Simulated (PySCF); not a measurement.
An unknown shows these calculated signals:

$^{1}$H NMR (500 MHz, computed): δ 7.83 (br s, 1H), 6.40 (m, 1H), 4.00 (s, 3H), 2.41 (s, 3H).

$^{13}$C{$^{1}$H} NMR (computed): δ 194.7 (C), 130.2 (C), 123.5 (CH), 59.9 (CH3), 18.0 (CH3).

[PySCF 2.14: GIAO PBE0/pcSseg-1 shieldings; GFN2-xTB structure; single conformer; relativity neglected; no solvent model; rapidly exchanging positions averaged]

Referencing at the same level of theory: $^{1}$H, $^{13}$C vs TMS.

Q: Which of these does the molecule contain: a heteroaromatic ring, a tert-butyl group, an amide, an NH or NH2 group, a methoxy group, a (CH3)2CH unit?

A: 
- A heteroaromatic ring: yes.
- A tert-butyl group: no.
- An amide: no.
- An NH or NH2 group: yes (δH 7.83 (br s)).
- A methoxy group: yes (δC 59.9; δH 4.00 (s)).
- A (CH3)2CH unit: no.

The data belong to `COc1[nH]c(C)cp1`, C$_{5}$H$_{8}$NOP; they needn't prove each group on their own.

Carbon signals by region: 1 in the far downfield region (above 160 ppm), 2 in the sp2 and nitrile region (100–160 ppm), 1 at 50–100 ppm, 1 below 50 ppm. Above 160 ppm: 194.7, aromatic carbon bearing oxygen.

OH/NH shifts are gas-phase values; hydrogen bonding in solution moves them, usually downfield. Splittings by $^{31}$P in the carbon and heteronuclear signals aren't shown, as no couplings were computed. Shifts are as computed. Against solution values, carbons near 30 ppm lie about +3 ppm off and those near 130 ppm about +5 ppm. Of 1211 compounds with measured shifts, 218 miss one by over three times the rms of a fit or turn the order of signals round; such compounds aren't used in these exercises. No couplings were computed; multiplicities are counted from neighbouring protons, with m where these are inequivalent, close in shift, in a saturated or five-membered ring or joined by F or P, and br s for small geminal =CH2 splittings.
